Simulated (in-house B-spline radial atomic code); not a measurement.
## Cu⁴⁺: [Ne] 3s2 3p5 3d7 5f1 (an excited or competing configuration)

All numbers are computed (Dirac-Hartree-Fock, average of configuration; Fermi nucleus of rms radius 3.8823 fm) with a B-spline radial code for spherical atoms, not measured.

Effective charges: Z_r = [3n² - l(l+1)]/(2<r>) from the radius, Z_e = n√(-2ε) from the energy, and Slater's rules. Values are occupation-weighted means over j.

| shell | electrons | ε (eV) | <r> (bohr) | Z_r | Z_e | Slater |
| --- | --- | --- | --- | --- | --- | --- |
| 1s | 2 | -9152.3 | 0.0521 | 28.79 | 25.94 | 28.70 |
| 2s | 2 | -1232.8 | 0.2337 | 25.67 | 19.04 | 24.85 |
| 2p | 6 | -1073.3 | 0.2062 | 24.25 | 17.76 | 24.85 |
| 3s | 2 | -229.23 | 0.6908 | 19.54 | 12.31 | 18.10 |
| 3p | 5 | -181.34 | 0.7132 | 17.53 | 10.95 | 18.10 |
| 3d | 7 | -103.21 | 0.7605 | 13.81 | 8.26 | 9.90 |
| 5f | 1 | -13.819 | 6.14 | 5.13 | 5.04 | 5.00 |

The least bound orbital is 5f5/2 at -13.82 eV, and it is also the most diffuse (<r> = 6.14 bohr).

Spin-orbit splittings of the orbital energies (j = l + 1/2 above j = l - 1/2 when positive): 2p 20.78 eV, 3p 2.945 eV, 3d 0.3889 eV, 5f -0.0006912 eV.

For the 1s electron the small component carries 1.09 % of the norm, the zero-frequency Breit interaction raises the level by 11.81 eV, self-energy by 5.993 eV, and vacuum polarisation lowers it by 0.5443 eV.

The density falls to 0.001 bohr⁻³ at 2.807 bohr; Σ<r²> = 52.456 bohr² gives, by the non-relativistic formula and without the paramagnetism of open shells, a Langevin diamagnetic susceptibility of -41.54×10⁻⁶ cm³/mol.
